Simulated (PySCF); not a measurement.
C7H10SSi, SMILES c1cccc([SiH2]CS)c1 (GFN2-xTB optimised geometry):

```
19

S      0.849    -3.337     0.347
C     -0.513    -2.771    -0.731
Si    -1.498    -1.315     0.014
C     -0.483     0.272     0.000
C     -1.137     1.502     0.003
C     -0.430     2.690     0.002
C      0.956     2.670     0.001
C      1.624     1.457     0.000
C      0.910     0.272     0.000
H      0.122    -3.511     1.448
H     -1.147    -3.633    -0.932
H     -0.025    -2.494    -1.663
H     -2.704    -1.160    -0.808
H     -1.868    -1.688     1.388
H     -2.218     1.524     0.004
H     -0.957     3.633     0.002
H      1.511     3.596    -0.001
H      2.704     1.435     0.000
H      1.447    -0.666     0.002
```

Method: CAM-B3LYP/def2-SVP (PySCF 2.14.0).

Question: What are the frontier orbital energies and the dipole moment?

Answer: HOMO-2 -8.53 eV, HOMO-1 -8.51 eV, HOMO -7.86 eV, LUMO 0.67 eV, LUMO+1 1.06 eV; dipole moment 0.94 D.

Meta-Löwdin charges at CAM-B3LYP/def2-SVP: S1 -0.08, C2 -0.45, Si3 0.65, C4 -0.23, C5 -0.09, C6 -0.10, C7 -0.09, C8 -0.10, C9 -0.09, H10 0.07, H11 0.12, H12 0.12, H13 -0.12, H14 -0.12, H15 0.10, H16 0.10, H17 0.10, H18 0.10, H19 0.11.
